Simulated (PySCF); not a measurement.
Orbital energies, ionisation energy and electron affinity

Species: C₃H₃BrO₂.
Structure used (PBE0-D3(BJ)/def2-SVP), in Å, numbered top down from 1:
```
atom  x, y, z in Å
C1    -0.238   -1.082    0.845
C2    -0.585   -0.140   -0.030
Br3   -2.295   -0.075   -0.816
O4     0.159    0.900   -0.509
C5     1.439    1.146   -0.155
O6     2.110    0.513    0.598
H7    -0.968   -1.843    1.118
H8     0.759   -1.092    1.283
H9     1.762    2.056   -0.698
```

Level: CAM-B3LYP/def2-SVPD (PySCF). Frontier orbitals with their largest atomic shares (Löwdin; up to four atoms above 4 %):

| orbital | ε (eV) | main atoms |
| --- | --- | --- |
| HOMO−3 | -10.75 | Br3 49 %, O4 19 %, C2 13 %, O6 9 % |
| HOMO−2 | -10.45 | O6 53 %, Br3 12 %, C5 10 %, O4 7 % |
| HOMO−1 | -10.06 | Br3 76 %, O6 7 %, C2 7 %, O4 5 % |
| HOMO | -8.84 | ? |
| LUMO | -0.06 | C5 26 %, O6 23 %, C1 15 %, C2 12 % |
| LUMO+1 | 0.61 | Br3 70 %, C2 19 % |
| LUMO+2 | 1.30 | Br3 23 %, C5 23 %, O4 12 %, C1 11 % |

Problem. What vertical ionisation energy does ΔSCF give, and how far is −ε(HOMO) from it?

Solution. ΔSCF: 9.72 eV (937 kJ/mol; threshold wavelength 128 nm); ⟨S²⟩ of the doublet left behind is 0.758, against 0.75 for a pure doublet. −ε(HOMO) is 8.84 eV, 0.88 eV below it. In exact Kohn–Sham theory the two would be equal; CAM-B3LYP (range-separated hybrid) falls short of its own ΔSCF value by 9 %. Holes in the HOMO−1 and HOMO−2 were tried too where these lie within 1.2 eV of the HOMO; the lowest converged state counts.

Problem. On which atoms does the HOMO lie?

Solution. Br3 (vinyl bromine) 32 %, C1 (terminal =CH2 carbon) 29 %, C2 (vinylic carbon bearing oxygen) 24 %, O4 (ester single-bonded oxygen) 7 %, so no atom holds as much as 40 %. The HOMO−1 lies 1.22 eV lower.

Problem. And the vertical electron affinity, the fundamental gap, Mulliken's electronegativity and the hardness (with the factor ½)?

Solution. EA = -0.71 eV by ΔSCF (−ε(LUMO) = 0.06 eV); a negative value means that the added electron isn't bound at this geometry and level, and the number then depends on the basis. IE − EA = 10.43 eV against an orbital gap of 8.78 eV; (IE + EA)/2 = 4.51 eV; (IE − EA)/2 = 5.21 eV.

Problem. How many of the 10 lowest singlet excitations (vertical TDDFT, same level) lie below the ionisation energy?

Solution. All 10; they run from 5.60 to 7.95 eV.

Problem. What kinetic energy would electrons from this vertical process carry with Lyman-α light (10.199 eV)?

Solution. 10.20 − 9.72 = 0.48 eV.

Problem. What total energies stand behind the ΔSCF value?

Solution. E(N) = -2840.21551 Eh and E(N − 1) = -2839.85847 Eh at the same geometry, 0.35704 Eh apart. With one more electron, E(N + 1) = -2840.18935 Eh.

The structure is a single PBE0-D3(BJ)/def2-SVP conformer in the gas phase; no vibrational or solvent corrections. The calculation is non-relativistic, for bromine too.
